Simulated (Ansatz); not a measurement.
```
atom    x (Å)    y (Å)    z (Å)
  Ti  -0.0424   0.0219  -0.3737
   O  -0.0202   1.3567   0.5682
   O  -0.0139  -1.3736   0.5339
```

Basis set: STO-3G (spherical functions). Frozen core: 7 orbitals. Charge 0, multiplicity 1.

Computed with Ansatz (development build ahead of 0.2.0); each method stands on the lowest determinant of its kind that the runs found. Restricted open shells among the atoms or ions are ROHF, correlated in semicanonical orbitals with singles.

Problem. Give the atomization energy at this shape (free ground-state atoms in the same class of orbitals less the molecule, no zero-point energy) of singlet TiO2 by RHF-MP2, RHF.

Solution.

```tsv
method	atomization energy
RHF-MP2	311.63 kcal/mol
RHF	175.30 kcal/mol
```

Caution: no unrestricted run beside it, a lower state can exist; other spin multiplicities were not run.

This basis has no polarisation functions and is too small for such energies, which can lie far from measured ones in either direction.
